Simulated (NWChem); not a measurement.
Program: NWChem. System: OPb, charge 0, spin multiplicity 1, at a geometry optimised with PBE/def2-SVP with def2 effective core potentials on Pb. The structure started from a generated list of species. Level: CCSD(T)/def2-SVP with def2 effective core potentials on Pb, 5 core orbitals frozen.

Job file:

```
start mol
memory heap 100 mb stack 700 mb global 1900 mb
geometry units angstroms nocenter noautoz
  Pb     0.000000     0.000000     0.174633
  O      0.000000     0.000000    -1.789987
  symmetry group C2v
end
basis spherical
  * library def2-svp
end
ecp
  Pb library def2-ecp
end
scf
  rhf
  nopen 0
  maxiter 100
  thresh 1e-7
  semidirect memsize 60000000 filesize 0
end
ccsd
  freeze core 5
  maxiter 60
end
task ccsd(t) energy
```

Part of the output:

```
             Northwest Computational Chemistry Package (NWChem) 7.3.0
             --------------------------------------------------------

                                NWChem Input Module
                                -------------------

 Scaling coordinates for geometry "geometry" by  1.889725989
 (inverse scale =  0.529177249)

 Turning off AUTOSYM since
 SYMMETRY directive was detected!

                             Geometry "geometry" -> ""
                             -------------------------

 Output coordinates in angstroms (scale by  1.889725989 to convert to a.u.)

  No.       Tag          Charge          X              Y              Z
 ---- ---------------- ---------- -------------- -------------- --------------
    1 Pb                  82.0000     0.00000000     0.00000000     0.17463300
    2 O                    8.0000     0.00000000     0.00000000    -1.78998700

 Effective nuclear repulsion energy (a.u.)     176.6958879294

            Nuclear Dipole moment (a.u.)
            ----------------------------
        X                 Y               Z
 ---------------- ---------------- ----------------
     0.0000000000     0.0000000000     0.0000188973

      Symmetry information
      --------------------

 Group name             C2v
 Group number             16
 Group order               4
 No. of unique centers     2

      Symmetry unique atoms

     1    2


 Summary of "ao basis" -> "" (spherical)
 ------------------------------------------------------------------------------
       Tag                 Description            Shells   Functions and Types
 ---------------- ------------------------------  ------  ---------------------
 *                          def2-svp                  on all atoms

 Summary of "ao basis" -> "ao basis" (spherical)
 ------------------------------------------------------------------------------
       Tag                 Description            Shells   Functions and Types
 ---------------- ------------------------------  ------  ---------------------
 Pb                         def2-svp                10       26   4s4p2d
[...]
task       109 out of       136 done  80%  at       0.3 secs
task       116 out of       136 done  85%  at       0.3 secs
task       123 out of       136 done  90%  at       0.3 secs
task       130 out of       136 done  95%  at       0.3 secs
task       136 out of       136 done 100%  at       0.3 secs
 commencing triples evaluation - blocking       1
 ccsd(t): done        1 out of       25 progress:    4.0%
 ccsd(t): done        2 out of       25 progress:    8.0%
 ccsd(t): done        3 out of       25 progress:   12.0%
 ccsd(t): done        4 out of       25 progress:   16.0%
 ccsd(t): done        5 out of       25 progress:   20.0%
 ccsd(t): done        6 out of       25 progress:   24.0%
 ccsd(t): done        7 out of       25 progress:   28.0%
 ccsd(t): done        8 out of       25 progress:   32.0%
 ccsd(t): done        9 out of       25 progress:   36.0%
 ccsd(t): done       10 out of       25 progress:   40.0%
 ccsd(t): done       11 out of       25 progress:   44.0%
 ccsd(t): done       12 out of       25 progress:   48.0%
 ccsd(t): done       13 out of       25 progress:   52.0%
 ccsd(t): done       14 out of       25 progress:   56.0%
 ccsd(t): done       15 out of       25 progress:   60.0%
 ccsd(t): done       16 out of       25 progress:   64.0%
 ccsd(t): done       17 out of       25 progress:   68.0%
 ccsd(t): done       18 out of       25 progress:   72.0%
 ccsd(t): done       19 out of       25 progress:   76.0%
 ccsd(t): done       20 out of       25 progress:   80.0%
 ccsd(t): done       21 out of       25 progress:   84.0%
 ccsd(t): done       22 out of       25 progress:   88.0%
 ccsd(t): done       23 out of       25 progress:   92.0%
 ccsd(t): done       24 out of       25 progress:   96.0%
 ccsd(t): done       25 out of       25 progress:  100.0%
 Time for integral evaluation pass     1        0.32
 Time for triples evaluation pass      1        0.15

 pseudo-e(mp4)  -0.34943160644898E-01
 pseudo-e(mp5)   0.12466430582174E-01
        e(t)    -0.22476730062724E-01

 --------------
 CCSD(T) Energy
 --------------
 Reference energy:                    -266.563619516983863

 CCSD corr. energy:                     -0.308700825498071
 T(CCSD) corr. energy:                  -0.034943160644898
 Total CCSD+T(CCSD) energy:           -266.907263503126842

 CCSD corr. energy:                     -0.308700825498071
 (T) corr. energy:                      -0.022476730062724
 Total CCSD(T) energy:                -266.894797072544634

 routine      calls  cpu(0)   cpu-min  cpu-ave  cpu-max   i/o
 aoccsd          1     0.00     0.00     0.00     0.00    0.00
 iterdrv         1     0.00     0.00     0.00     0.00    0.00
 pampt          16     0.02     0.02     0.02     0.02    0.00
 t2pm           16     0.02     0.02     0.02     0.02    0.00
 sxy            16     0.02     0.02     0.02     0.02    0.00
 ints       295808     2.98     2.98     2.98     2.98    0.00
 t2eri        2176     0.34     0.34     0.34     0.34    0.00
 idx2         2176     0.07     0.07     0.07     0.07    0.00
 idx34          16     0.01     0.01     0.01     0.01    0.00
 ht2pm          16     0.03     0.03     0.03     0.03    0.00
 itm            16     0.11     0.11     0.11     0.11    0.00
 pdiis          16     0.00     0.00     0.00     0.00    0.00
 triples         1     0.00     0.00     0.00     0.00    0.00
 rdtrpo          1     0.00     0.00     0.00     0.00    0.00
 trpmos          1     0.32     0.32     0.32     0.32    0.00
 trpdrv          1     0.02     0.02     0.02     0.02    0.00
 dovvv       27500     0.04     0.04     0.04     0.04    0.00
 doooo       27500     0.03     0.03     0.03     0.03    0.00
 tengy       25000     0.05     0.05     0.05     0.05    0.00
 Total                 4.08     4.08     4.08     4.08    0.00

 Task  times  cpu:        4.6s     wall:        4.6s

 Total times  cpu:        4.6s     wall:        4.6s
```
